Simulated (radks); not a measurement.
All-electron atom: Nb5+ in [Kr] (the NIST ground configuration).

All-electron calculation, Dirac Kohn-Sham, PBE, spin-unpolarised, spherical densities, finite nucleus; Fermi nuclear charge, rms radius 4.324 fm. Program: a radial shooting solver on a logarithmic mesh with Libxc functionals.

Energy parts (eV):
part                       energy
total                 -103816.603
kinetic                107472.952
electron-nucleus      -248412.021
Hartree                 40305.302
exchange-correlation    -3182.837

Orbitals (lengths in bohr, moments of r in powers of bohr; <r^-3> diverges for s and p1/2):
orbital  occ.  eigenvalue (eV)  <r^-3>     <r^2>  <1/r>
1s1/2       2        -18863.57       -  0.001757  42.40
2s1/2       2        -2694.067       -   0.02938  9.626
2p1/2       2        -2477.669       -   0.02224  9.600
2p3/2       4        -2381.901    2210   0.02361  9.164
3s1/2       2        -502.7987       -    0.2248  3.277
3p1/2       2        -421.3480       -    0.2239  3.175
3p3/2       4        -405.8056   363.3    0.2345  3.070
3d3/2       4        -262.1005   52.34    0.2231  2.875
3d5/2       6        -259.2018   50.02    0.2265  2.848
4s1/2       2        -119.0895       -     1.422  1.214
4p1/2       2         -95.5980       -     1.667  1.110
4p3/2       4         -93.2229   55.85     1.733  1.083

The highest occupied level is 4p3/2 at -93.223 eV. Summed over all electrons, <r^2> = 17.40 bohr^2, which gives a Langevin (diamagnetic) susceptibility term of -13.8 x 10^-6 cm^3/mol. The electron density at the nucleus is 8.251e+04 e/bohr^3.
